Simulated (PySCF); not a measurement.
AuCl, singlet, at a GFN2-xTB geometry (such geometries of metal compounds can be far from the true shape) (core potentials on Au); PySCF with B3LYP/def2-TZVP.

PySCF was given this input:
```python
from pyscf import gto, scf, dft

mol = gto.Mole()
mol.atom = '''
    Au   -0.00000000   -0.00000000   -0.39608010
    Cl    0.00000000    0.00000000    1.84060754
'''
mol.basis = 'def2-tzvp'
mol.ecp = {'Au': 'def2-tzvp'}
mol.verbose = 4
mol.build()

mf = dft.RKS(mol)
mf.xc = 'b3lyp'
mf.kernel()
```

Task: Predict the main parts of the log of this PySCF run.

Result: 
```
PySCF version 2.14.0

[INPUT] verbose = 4
[INPUT] num. atoms = 2
[INPUT] num. electrons = 36
[INPUT] charge = 0
[INPUT] spin (= nelec alpha-beta = 2S) = 0
[INPUT] symmetry False subgroup None
[INPUT] Mole.unit = angstrom
[INPUT] Symbol           X                Y                Z      unit          X                Y                Z       unit  Magmom
[INPUT]  1 Au     0.000000000000   0.000000000000  -0.396080100000 AA    0.000000000000   0.000000000000  -0.748482912390 Bohr   0.0
[INPUT]  2 Cl     0.000000000000   0.000000000000   1.840607540000 AA    0.000000000000   0.000000000000   3.478244153409 Bohr   0.0

nuclear repulsion = 76.4184663385362
number of shells = 27
number of NR pGTOs = 129
number of NR cGTOs = 77
basis = def2-tzvp
ecp = {'Au': 'def2-tzvp'}

******** <class 'pyscf.dft.rks.RKS'> ********
method = RKS
initial guess = minao
damping factor = 0
level_shift factor = 0
DIIS = <class 'pyscf.scf.diis.CDIIS'>
diis_start_cycle = 1
diis_space = 8
diis_damp = 0
SCF conv_tol = 1e-09
SCF conv_tol_grad = None
SCF max_cycles = 50
direct_scf = True
direct_scf_tol = 1e-13
XC library pyscf.dft.libxc version 7.1.2
    S. Lehtola, C. Steigemann, M. J. T. Oliveira, and M. A. L. Marques,  SoftwareX 7, 1–5 (2018)
XC functionals = b3lyp
    P. J. Stephens, F. J. Devlin, C. F. Chabalowski, and M. J. Frisch,  J. Phys. Chem. 98, 11623 (1994)
radial grids:
    Treutler-Ahlrichs [JCP 102, 346 (1995); DOI:10.1063/1.469408] (M4) radial grids

becke partition: Becke, JCP 88, 2547 (1988); DOI:10.1063/1.454033
pruning grids: <function nwchem_prune>
grids dens level: 3
symmetrized grids: False
atomic radii adjust function: <function treutler_atomic_radii_adjust>
small_rho_cutoff = 0
Set gradient conv threshold to 3.16228e-05
Initial guess from minao.
tot grids = 43192
init E= -581.391154032481
  HOMO = -0.66013109879216  LUMO = -0.613298278122285  gap/eV = 1.27439
cycle= 1 E= -595.144582319481  delta_E= -13.8  |g|= 2.11  |ddm|= 8.03

WARN: HOMO 0.117706471959948 == LUMO 0.117706471960188

cycle= 2 E= -582.179711319169  delta_E=   13  |g|= 5.52  |ddm|= 8.51
  HOMO = -0.395326785531722  LUMO = -0.291143393597582  gap/eV = 2.83497
cycle= 3 E= -595.910964563034  delta_E= -13.7  |g|= 0.661  |ddm|= 7.87
  HOMO = -0.277993106406193  LUMO = -0.135791431116974  gap/eV = 3.86950
cycle= 4 E= -596.013385202018  delta_E= -0.102  |g|= 0.232  |ddm|= 1.22
  HOMO = -0.272097734012835  LUMO = -0.147379184832345  gap/eV = 3.39376
cycle= 5 E= -596.022523476514  delta_E= -0.00914  |g|= 0.111  |ddm|= 0.268
  HOMO = -0.28782314558859  LUMO = -0.15261857661792  gap/eV = 3.67910
cycle= 6 E= -596.024940344308  delta_E= -0.00242  |g|= 0.02  |ddm|= 0.115
  HOMO = -0.285947764638543  LUMO = -0.152977347720384  gap/eV = 3.61831
cycle= 7 E= -596.025049717121  delta_E= -0.000109  |g|= 0.00568  |ddm|= 0.0259
  HOMO = -0.286953467808671  LUMO = -0.153616371074019  gap/eV = 3.62829
cycle= 8 E= -596.025057214028  delta_E= -7.5e-06  |g|= 0.000951  |ddm|= 0.00749
  HOMO = -0.286819361440281  LUMO = -0.153581298823464  gap/eV = 3.62559
cycle= 9 E= -596.025057486925  delta_E= -2.73e-07  |g|= 0.000228  |ddm|= 0.00104
  HOMO = -0.286811247991647  LUMO = -0.153596676685437  gap/eV = 3.62495
cycle= 10 E= -596.025057497819  delta_E= -1.09e-08  |g|= 7.81e-05  |ddm|= 0.00025
  HOMO = -0.286805429151097  LUMO = -0.153588674646295  gap/eV = 3.62501
cycle= 11 E= -596.025057499558  delta_E= -1.74e-09  |g|= 6.08e-06  |ddm|= 0.000145
  HOMO = -0.286804180891887  LUMO = -0.153587896392552  gap/eV = 3.62500
cycle= 12 E= -596.02505749957  delta_E= -1.21e-11  |g|= 7.85e-07  |ddm|= 1.26e-05
  HOMO = -0.286804371816886  LUMO = -0.153587846945852  gap/eV = 3.62501
Extra cycle  E= -596.025057499571  delta_E= -2.27e-13  |g|= 1.41e-06  |ddm|= 2.87e-06
converged SCF energy = -596.025057499571
```
